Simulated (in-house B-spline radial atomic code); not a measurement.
A radial electron density 4πr²n(r) was computed for an atom or ion in its tabulated ground configuration with a B-spline radial code for spherical atoms; method: non-relativistic Hartree-Fock, average of configuration. Columns: r (bohr), 4πr²n(r) (electrons per bohr), bar.

```
 0.00219    1.073 #
 0.00261    1.485 ##
  0.0031    2.033 ##
  0.0037     2.79 ###
  0.0044    3.778 ####
 0.00524    5.087 #####
 0.00624    6.782 #######
 0.00743    8.933 #########
 0.00884    11.59 ############
  0.0105    14.76 ###############
  0.0125    18.49 ###################
  0.0149    22.68 #######################
  0.0178     27.1 ############################
  0.0212    31.26 ################################
  0.0252     34.7 ###################################
    0.03    36.97 ######################################
  0.0357    37.63 ######################################
  0.0425    36.59 #####################################
  0.0507    34.25 ###################################
  0.0603    31.72 ################################
  0.0718    30.37 ###############################
  0.0855     31.4 ################################
   0.102    35.06 ####################################
   0.121    39.81 ########################################
   0.144    43.33 ############################################
   0.172    42.87 ############################################
   0.205    37.56 ######################################
   0.244    29.54 ##############################
    0.29    22.77 #######################
   0.346    20.28 #####################
   0.411    22.09 ######################
    0.49    24.91 #########################
   0.583    24.94 #########################
   0.694    20.92 #####################
   0.827    14.38 ###############
   0.985    8.063 ########
    1.17    3.697 ####
     1.4    1.295 #
    1.66   0.3744 
    1.98  0.07781 
    2.36   0.0115
```

Problem. Which atom or ion is it?
A. Ga7+
B. Ga6+
C. Se7+
D. Ga5+

Solution. B. The area under the curve, ∫4πr²n dr = ∫r·4πr²n d(ln r) on this logarithmic grid, is 25 electrons, which only this option has. The configuration is [Ar] 3d7.
